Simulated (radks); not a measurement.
Spherical quantum dot in the effective-mass picture: electrons in a hard-walled sphere of radius 7.49, with a point charge +1 (a donor) at the centre, all in effective atomic units (hartree* = m*/eps^2 hartree, bohr* = eps/m* bohr), one dielectric constant everywhere. Calculated with a radial shooting solver with Libxc functionals: non-relativistic Kohn-Sham, PBE, spin-polarised, spherical densities. Levels are named by radial order and angular momentum (1s, 1p, 1d, 2s, ...), and open shells are averaged over m. Each electron was tried in the lowest free levels, single moves between levels near the top were tried too, and the lowest total energy was kept; such a search can miss a lower state. The series stops at N = 13: beyond it a trial failed or the search could not be trusted, so later rows were left out. At N = 1 the Hartree and exchange-correlation terms need not cancel, so that row can carry a self-interaction error.

\begin{tabular}{lrrrrrr}
N & open shells & 2S & E (hartree*) & mu = E(N) - E(N-1) (hartree*) & addition energy mu(N+1) - mu(N) (hartree*) & rms radius (bohr*) \\ \hline
1 & 1s(up 1, down 0) & 1 & -0.499844 & -0.49984 & 0.4878 & 1.785 \\
2 & none & 0 & -0.511866 & -0.012023 & 0.3623 & 2.607 \\
3 & 1p(up 1, down 0) & 1 & -0.161594 & 0.35027 & 0.1498 & 3.608 \\
4 & 1p(up 2, down 0) & 2 & 0.338507 & 0.50010 & 0.1612 & 4.066 \\
5 & 1p(up 3, down 0) & 3 & 0.999844 & 0.66134 & 0.2139 & 4.350 \\
6 & 1p(up 3, down 0) 2s(up 1, down 0) & 4 & 1.87507 & 0.87523 & 0.1508 & 4.529 \\
7 & 1p(up 3, down 2) & 1 & 2.90110 & 1.0260 & 0.1533 & 4.704 \\
8 & none & 0 & 4.08041 & 1.1793 & 0.1830 & 4.827 \\
9 & 2s(up 1, down 0) & 1 & 5.44275 & 1.3623 & 0.2198 & 4.925 \\
10 & 1d(up 1, down 0) 2s(up 1, down 0) & 2 & 7.02491 & 1.5822 & 0.1549 & 5.019 \\
11 & 1d(up 2, down 0) 2s(up 1, down 0) & 3 & 8.76192 & 1.7370 & 0.1553 & 5.099 \\
12 & 1d(up 3, down 0) 2s(up 1, down 0) & 4 & 10.6543 & 1.8924 & 0.1555 & 5.167 \\
13 & 1d(up 4, down 0) 2s(up 1, down 0) & 5 & 12.7022 & 2.0479 & - & 5.227 \\
\end{tabular}

All shells are closed at N = 2, 8 (there: 1s2 1p6); the second difference of the energy has clear peaks (12 % above both neighbours; the first and last values, which can be the largest, are not judged, and half-filled shells can peak too) at N = 5, 9.
